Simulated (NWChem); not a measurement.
All runs are NWChem calculations. System: CH5Al, charge 0, spin multiplicity 1, at a geometry optimised with PBE/def2-SVP. The structure started from a generated list of species. Level: B3LYP/6-311G** (spherical d), VWN1-RPA local correlation.

NWChem printed:

```
             Northwest Computational Chemistry Package (NWChem) 7.3.0
             --------------------------------------------------------

                                NWChem Input Module
                                -------------------

 Scaling coordinates for geometry "geometry" by  1.889725989
 (inverse scale =  0.529177249)

                             Geometry "geometry" -> ""
                             -------------------------

 Output coordinates in angstroms (scale by  1.889725989 to convert to a.u.)

  No.       Tag          Charge          X              Y              Z
 ---- ---------------- ---------- -------------- -------------- --------------
    1 Al                  13.0000     0.01083800    -0.35008400    -0.62961500
    2 H                    1.0000    -1.34013000    -0.49407300    -1.48458400
    3 H                    1.0000     1.36956900    -0.96363600    -1.22432100
    4 C                    6.0000    -0.01332900     0.59488800     1.09437800
    5 H                    1.0000    -0.06814100     1.69325000     0.91891100
    6 H                    1.0000     0.88845000     0.40878600     1.71239500
    7 H                    1.0000    -0.91066300     0.33744400     1.69632800

 Effective nuclear repulsion energy (a.u.)      50.1084298698

            Nuclear Dipole moment (a.u.)
            ----------------------------
        X                 Y               Z
 ---------------- ---------------- ----------------
     0.0000094486     0.0000132281     0.0000037795


 Summary of "ao basis" -> "" (spherical)
 ------------------------------------------------------------------------------
       Tag                 Description            Shells   Functions and Types
 ---------------- ------------------------------  ------  ---------------------
 *                          6-311g**                  on all atoms

                                 NWChem DFT Module
                                 -----------------

 Summary of "ao basis" -> "ao basis" (spherical)
 ------------------------------------------------------------------------------
       Tag                 Description            Shells   Functions and Types
 ---------------- ------------------------------  ------  ---------------------
 Al                         6-311g**                12       26   6s5p1d
 H                          6-311g**                 4        6   3s1p
 C                          6-311g**                 8       18   4s3p1d

 Summary of "ao basis" -> "ao basis" (spherical)
 ------------------------------------------------------------------------------
       Tag                 Description            Shells   Functions and Types
 ---------------- ------------------------------  ------  ---------------------
 Al                         6-311g**                12       26   6s5p1d
 H                          6-311g**                 4        6   3s1p
 C                          6-311g**                 8       18   4s3p1d

            General Information
            -------------------
          SCF calculation type: DFT
          Wavefunction type:  closed shell.
          No. of atoms     :     7
          No. of electrons :    24
           Alpha electrons :    12
            Beta electrons :    12
          Charge           :     0
          Spin multiplicity:     1
          Use of symmetry is: off; symmetry adaption is: off
          Maximum number of iterations: 100
          AO basis - number of functions:    74
                     number of shells:    40
          Convergence on energy requested:  1.00D-06
          Convergence on density requested:  1.00D-05
          Convergence on gradient requested:  5.00D-04

              XC Information
              --------------
                         B3LYP Method XC Potential
                     Hartree-Fock (Exact) Exchange  0.200
                        Slater Exchange Functional  0.800 local
                    Becke 1988 Exchange Functional  0.720 non-local
              Lee-Yang-Parr Correlation Functional  0.810
                  VWN I RPA Correlation Functional  0.190 local

             Grid Information
             ----------------
          Grid used for XC integration:  medium
[...]
          using up to (NFOCK): 10 stored Fock matrices.

                    Damping( 0%)  Levelshifting(0.5)       DIIS
                  --------------- ------------------- ---------------
          dE  on:    start            ASAP                start
          dE off:    2 iters        100 iters           100 iters

      Screening Tolerance Information
      -------------------------------
          Density screening/tol_rho:  1.00D-10
          AO Gaussian exp screening on grid/accAOfunc:  14
          CD Gaussian exp screening on grid/accCDfunc:  20
          XC Gaussian exp screening on grid/accXCfunc:  20
          Schwarz screening/accCoul:  1.00D-08

      Superposition of Atomic Density Guess
      -------------------------------------

 Sum of atomic energies:        -282.04198876

      Non-variational initial energy
      ------------------------------

 Total energy =    -282.697755
 1-e energy   =    -488.581412
 2-e energy   =     155.775227
 HOMO         =      -0.346691
 LUMO         =      -0.013737

------------------------------------------------------------
EAF file 0: "./mol.aoints.0" size=524288 bytes
------------------------------------------------------------
               write      read    awrite     aread      wait
               -----      ----    ------     -----      ----
     calls:        1         0         0         0         0
   data(b): 5.24e+05  0.00e+00  0.00e+00  0.00e+00
   time(s): 0.00e+00  0.00e+00  0.00e+00  0.00e+00  0.00e+00
rate(mb/s): 0.00e+00  0.00e+00
------------------------------------------------------------

   convergence    iter        energy       DeltaE   RMS-Dens  Diis-err    time
 ---------------- ----- ----------------- --------- --------- ---------  ------
 d= 0,ls=0.0,diis     1   -283.5452425124 -3.34D+02  4.79D-03  4.65D-01     1.2
 d= 0,ls=0.0,diis     2   -283.5625850421 -1.73D-02  3.18D-03  5.82D-02     1.6
 d= 0,ls=0.0,diis     3   -283.5629203062 -3.35D-04  1.55D-03  5.77D-02     2.0
 d= 0,ls=0.0,diis     4   -283.5702214869 -7.30D-03  1.14D-04  1.27D-04     2.4
 d= 0,ls=0.0,diis     5   -283.5702332231 -1.17D-05  1.38D-05  4.34D-06     2.8
 d= 0,ls=0.0,diis     6   -283.5702335971 -3.74D-07  2.88D-06  4.53D-08     3.2

         Total DFT energy =     -283.570233597122
      One electron energy =     -490.883541442382
           Coulomb energy =      183.157953701126
    Exchange-Corr. energy =      -25.953075725643
 Nuclear repulsion energy =       50.108429869777

 Numeric. integr. density =       24.000006956341

     Total iterative time =      3.0s

                       DFT Final Molecular Orbital Analysis
                       ------------------------------------

 Vector   10  Occ=2.000000D+00  E=-3.932340D-01
              MO Center= -1.4D-01,  8.4D-01,  1.1D+00, r^2= 1.4D+00
   Bfn.  Coefficient  Atom+Function         Bfn.  Coefficient  Atom+Function
  ----- ------------  ---------------      ----- ------------  ---------------
    46      0.243427  4 C  py                58      0.222685  5 H  s
    50      0.188189  4 C  py                42      0.168549  4 C  py
    57      0.163765  5 H  s                 70     -0.152249  7 H  s
    47     -0.132013  4 C  pz                59      0.126089  5 H  s
    69     -0.113879  7 H  s                 51     -0.103406  4 C  pz

 Vector   11  Occ=2.000000D+00  E=-2.960046D-01
              MO Center=  1.2D-02, -6.2D-01, -1.1D+00, r^2= 2.8D+00
   Bfn.  Coefficient  Atom+Function         Bfn.  Coefficient  Atom+Function
  ----- ------------  ---------------      ----- ------------  ---------------
    28      0.240465  2 H  s                 34     -0.240249  3 H  s
    29      0.210390  2 H  s                 35     -0.209607  3 H  s
    13     -0.181007  1 Al px                16     -0.179966  1 Al px
    27      0.143560  2 H  s                 33     -0.143125  3 H  s
    10      0.105560  1 Al px                 7      0.067598  1 Al px

 Vector   12  Occ=2.000000D+00  E=-2.891022D-01
              MO Center= -3.3D-03,  1.1D-01,  2.1D-01, r^2= 2.9D+00
   Bfn.  Coefficient  Atom+Function         Bfn.  Coefficient  Atom+Function
  ----- ------------  ---------------      ----- ------------  ---------------
    47      0.241412  4 C  pz                51      0.225322  4 C  pz
    48     -0.169083  4 C  s                 15     -0.165363  1 Al pz
    43      0.164107  4 C  pz                46      0.144954  4 C  py
    18     -0.141933  1 Al pz                50      0.141375  4 C  py
    28      0.123720  2 H  s                 34      0.122829  3 H  s

 Vector   13  Occ=0.000000D+00  E=-5.787224D-02
              MO Center=  1.4D-02, -4.2D-01, -6.8D-01, r^2= 4.5D+00
   Bfn.  Coefficient  Atom+Function         Bfn.  Coefficient  Atom+Function
  ----- ------------  ---------------      ----- ------------  ---------------
    20      0.439294  1 Al py                17      0.414031  1 Al py
    21     -0.228107  1 Al pz                18     -0.213979  1 Al pz
    59     -0.195878  5 H  s                 14      0.190595  1 Al py
    71      0.129832  7 H  s                 11     -0.110790  1 Al py
    15     -0.100417  1 Al pz                19      0.097842  1 Al px

 Vector   14  Occ=0.000000D+00  E= 1.363672D-02
              MO Center= -4.3D-03,  1.1D-02, -7.2D-02, r^2= 7.9D+00
   Bfn.  Coefficient  Atom+Function         Bfn.  Coefficient  Atom+Function
  ----- ------------  ---------------      ----- ------------  ---------------
    48      1.102799  4 C  s                  6     -0.945930  1 Al s
    21     -0.781280  1 Al pz                20     -0.432827  1 Al py
    44      0.198296  4 C  s                 59     -0.196341  5 H  s
    51     -0.163206  4 C  pz                35      0.154055  3 H  s
    29      0.150778  2 H  s                 71     -0.135351  7 H  s

 Vector   15  Occ=0.000000D+00  E= 4.752024D-02
              MO Center=  4.0D-02, -7.2D-01, -1.4D+00, r^2= 5.3D+00
   Bfn.  Coefficient  Atom+Function         Bfn.  Coefficient  Atom+Function
  ----- ------------  ---------------      ----- ------------  ---------------
     6      1.861731  1 Al s                 35     -1.248756  3 H  s
    29     -1.156459  2 H  s                 21     -0.875814  1 Al pz
    20     -0.442804  1 Al py                59      0.414532  5 H  s
    18     -0.274773  1 Al pz                48     -0.200842  4 C  s
    51      0.194567  4 C  pz                17     -0.144184  1 Al py

 center of mass
 --------------
 x =   0.00305160 y =  -0.05656626 z =  -0.09547440

 moments of inertia (a.u.)
 ------------------
         168.776948596148           3.278751413029           0.453780836549
           3.278751413029         145.468310403526         -65.963971700713
           0.453780836549         -65.963971700713          61.458896031643

     Multipole analysis of the density
     ---------------------------------

     L   x y z        total         alpha         beta         nuclear
     -   - - -        -----         -----         ----         -------
     0   0 0 0     -0.000000    -12.000000    -12.000000     24.000000

     1   1 0 0     -0.003830     -0.001920     -0.001920      0.000009
     1   0 1 0      0.128279      0.064133      0.064133      0.000013
     1   0 0 1      0.243342      0.121669      0.121669      0.000004

     2   2 0 0    -18.528538    -18.723223    -18.723223     18.917907
     2   1 1 0      0.845179      1.876077      1.876077     -2.906974
     2   1 0 1     -0.459031     -0.319670     -0.319670      0.180308
     2   0 2 0    -14.927784    -21.814906    -21.814906     28.702027
     2   0 1 1     -2.042498    -21.578594    -21.578594     41.114690
     2   0 0 2    -17.788648    -49.419742    -49.419742     81.050837

 Task  times  cpu:        3.2s     wall:        3.2s

 Total times  cpu:        3.3s     wall:        3.3s
```

Task: Write an NWChem input that would produce this output.

Result: One answer among several that fit: 
```
start mol
memory heap 200 mb stack 900 mb global 1100 mb
geometry units angstroms nocenter noautoz noautosym
  Al     0.010838    -0.350084    -0.629615
  H     -1.340130    -0.494073    -1.484584
  H      1.369569    -0.963636    -1.224321
  C     -0.013329     0.594888     1.094378
  H     -0.068141     1.693250     0.918911
  H      0.888450     0.408786     1.712395
  H     -0.910663     0.337444     1.696328
end
basis spherical
  * library 6-311g**
end
dft
  xc b3lyp
  semidirect memsize 60000000 filesize 0
  iterations 100
end
task dft energy
```
